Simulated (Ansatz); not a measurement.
## Li⁺ ··· CO

The pair of Li⁺ (SMILES [Li+], atom 1) and CO (SMILES [C-]#[O+], atoms 2–3), both closed shells, in one local arrangement (a lower one may exist), relaxed at PBE0-D4/def2-TZVP:

Li1  (-0.024, -0.088, -1.673)
C2  (0.020, 0.075, 1.403)
O3  (0.004, 0.014, 0.270)
(Å)

Program: Ansatz 0.2.0. Basis: def2-TZVPPD, with def2-QZVPPD for the basis limit. Cores are frozen in the correlated methods. The outer core shell of Li, Na, Mg and K is correlated. B3LYP uses VWN-RPA correlation. Extrapolation: Hartree–Fock as exp(−7.88 √X), correlation as X^−2.97. Interaction energies count from these two fragments, frozen as in the pair, with the counterpoise correction; negative means bound.

(1) What is the interaction energy by CCSD(T) at an estimated basis limit (MP2 extrapolated from triple and quadruple zeta, plus CCSD(T) − MP2 in triple zeta)? (Judge from chemistry; the value comes from the calculation.)

(2) Which atoms make the shortest contact between the fragments?

The T1 diagnostic stays at or below 0.019.

## Answers

(1) Computed: -11.97 kcal/mol. Hartree–Fock alone gives -15.87 kcal/mol at the basis limit. It counts from the two fragments frozen as in the pair.

The same quantity by other methods in triple zeta, and each one's difference from that estimate:
```csv
method,E_int (kcal/mol),difference
PBE-D4,-11.72,0.25
revPBE-D4,-11.40,0.57
BLYP-D4,-12.54,-0.57
r2SCAN-D4,-10.88,1.09
B97M-V,-12.26,-0.29
PBE0-D4,-12.73,-0.75
B3LYP-D4,-13.44,-1.46
HSE06-D4,-12.71,-0.74
wB97X-V,-12.46,-0.48
wB97M-V,-12.68,-0.70
B2PLYP,-12.08,-0.11
HF,-15.44,-3.46
MP2,-9.59,2.39
CCSD,-11.87,0.10
CCSD(T),-11.26,0.72
```
Differences are method less estimate.

(2) Li1 and O3, 1.95 Å apart.

Basis-set superposition shift (counterpoise-corrected less uncorrected): CCSD(T) 0.28; MP2 0.26; HF 0.01; PBE0-D4 0.04; wB97M-V 0.05 kcal/mol.

For scale, one of the runs: CCSD(T)/def2-TZVPPD, 99 basis functions, launched by `ansatz run in.yaml --threads 2 --pin off --events-out ev --progress --plain --max-ram 5222MiB`. Hardware: 2 CPU threads, shared host. Wall time about 1.2 s.
